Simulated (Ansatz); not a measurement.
One change: `[OH][Sn-]1[O]C(C(F)(F)F)=CC(C(F)(F)F)=[O+]1` becomes `FC(F)(F)C1=CC(C(F)(F)F)=[O+][Al-]([F])([Cl])[O]1`.

Ansatz, PBE0-D4/def2-TZVP geometries, multiplicity 1. Each molecule was computed in one conformer, which needn't be the lowest.

Elements past krypton have def2 core potentials.

```
                                      property  `[OH][Sn-]1[O]C(C(F)(F)F)=CC(C(F)(F)F)=[O+]1`
             HOMO energy (PBE/def2-TZVPP) / eV                                          -6.51
         HOMO energy (ωB97M-V/def2-TZVPP) / eV                                          -9.86
size of the dipole moment (PBE/def2-TZVPP) / D                                           2.22
           HOMO–LUMO gap (PBE/def2-TZVPP) / eV                                           2.81
             LUMO energy (PBE/def2-TZVPP) / eV                                          -3.70
          HOMO–LUMO gap (PBE0/def2-TZVPP) / eV                                           4.77
```

(1) What does the change do to each property? (An estimate is asked.)

Results:

(1) Computed: 
| property | `FC(F)(F)C1=CC(C(F)(F)F)=[O+][Al-]([F])([Cl])[O]1` | shift |
| --- | --- | --- |
| HOMO energy (PBE/def2-TZVPP) / eV | -7.71 | -1.20 |
| HOMO energy (ωB97M-V/def2-TZVPP) / eV | -11.14 | -1.28 |
| size of the dipole moment (PBE/def2-TZVPP) / D | 3.49 | 1.27 |
| HOMO–LUMO gap (PBE/def2-TZVPP) / eV | 3.10 | 0.29 |
| LUMO energy (PBE/def2-TZVPP) / eV | -4.61 | -0.91 |
| HOMO–LUMO gap (PBE0/def2-TZVPP) / eV | 5.14 | 0.37 |

With PBE0 the HOMO falls by 1.31 eV and the LUMO falls by 0.94 eV, so the gap widens by about 0.37 eV. PBE moves the HOMO by -1.20 eV and ωB97M-V by -1.28 eV. Dipoles are sizes alone; their direction can turn.
